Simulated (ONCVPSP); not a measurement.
## Reading a pseudo-wave (O)

Columns: radius, all-electron u(r) and pseudo u(r) of the 2p shell (level -43.24 eV) of oxygen in the configuration [He] 2s2 2p2; PBE, scalar-relativistic, ONCV scheme, ONCVPSP 4.0.1.

```
r (bohr)  all-electron  pseudo
   0.082        0.0901  0.0346
   0.165        0.2698  0.1344
   0.248        0.4594  0.2835
   0.330        0.6238  0.4570
   0.413        0.7557  0.6344
   0.495        0.8516  0.7902
   0.578        0.9160  0.9120
   0.660        0.9507  0.9892
   0.742        0.9613  1.0237
   0.825        0.9525  1.0210
   0.908        0.9284  0.9900
   0.990        0.8937  0.9414
   1.072        0.8513  0.8838
   1.155        0.8033  0.8225
   1.238        0.7524  0.7621
   1.320        0.7010  0.7051
   1.402        0.6497  0.6510
   1.485        0.5988  0.5990
   1.568        0.5497  0.5497
   1.650        0.5034  0.5034
   1.733        0.4592  0.4592
   1.815        0.4182  0.4182
   1.898        0.3796  0.3796
   1.980        0.3441  0.3441
   2.062        0.3114  0.3114
   2.145        0.2809  0.2809
```

Q: How many radial nodes do the two functions have?

A: The all-electron 2p function has n − l − 1 = 0; the pseudo-wave has 0.

Q: At about which radius was the pseudo-wave matched?

A: 1.65 bohr. The columns agree to 0.0005 from 1.49 bohr on; several derivatives are matched, so the curves merge somewhat inside the radius.

Q: Is the pseudo-wave norm-conserving?

A: Yes: the ONCV scheme keeps the norm inside the radius equal to the all-electron one, which fixes the energy derivative of the logarithmic derivative at the level.
